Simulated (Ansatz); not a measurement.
Computed with Ansatz.

A structure relaxed at PBE0-D4/def2-TZVP, charge 0, multiplicity 1:

```
atom   x (Å)   y (Å)   z (Å)
  C1   0.549   0.712  -2.318
  C2   0.262   0.339  -1.105
  C3  -0.026  -0.033   0.109
 Si4  -1.678  -0.838   0.434
 Si5   1.230   0.257   1.459
  H6   1.046   0.036  -3.006
  H7   0.299   1.707  -2.670
  H8  -1.472  -2.197   1.001
  H9  -2.449  -0.931  -0.830
 H10  -2.438  -0.039   1.432
 H11   2.431   0.918   0.894
 H12   1.610  -1.041   2.078
 H13   0.635   1.111   2.522
```

(1) Give its formula and SMILES.

(2) Point group (tolerance 0.08 Å, 0.16 Å for H)?

(3) Summarise the bond lengths by kind.

Answers

(1) C3H8Si2, `C=C=C([SiH3])[SiH3]`.

(2) C2v.

(3) 2 × C–C 1.301 to 1.302 Å; 2 × C–H 1.084 Å; 2 × C–Si 1.867 Å; 6 × H–Si 1.484 to 1.487 Å.
